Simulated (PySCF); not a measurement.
Species: PH$_{4}$ (charge 0, doublet). 
Geometry from a B3LYP-D3(BJ)/def2-TZVP (Ansatz) optimisation:
SMILES: [H][P@TB5]([H])([H])[H]
```xyz
5

P      0.0325    -0.0567     0.0507
H      0.0039    -0.0096    -1.3558
H      1.3973     0.6153     0.1230
H     -0.6512     1.1379     0.3459
H     -1.2377    -0.8936     0.1261
```
Charge 0, spin multiplicity 2.

Dispersion corrections to the total energy (kcal/mol) from the dftd3 and dftd4 libraries through PySCF: D3(BJ) without and D4 with the three-body term, each with the damping fitted for the functional named.

```tsv
functional	D3(BJ)	D4
TPSSh	-1.34	-1.27
HF	…	-4.57
PBE	-1.23	-1.04
BHLYP	-1.63	-1.12
B2PLYP	-0.94	…
PBE0	-1.00	…
TPSS	-1.50	-1.41
```

Problem. Fill in the missing entries.

Solution. 
- HF, D3(BJ): -13.55
- B2PLYP, D4: -0.71
- PBE0, D4: -0.84
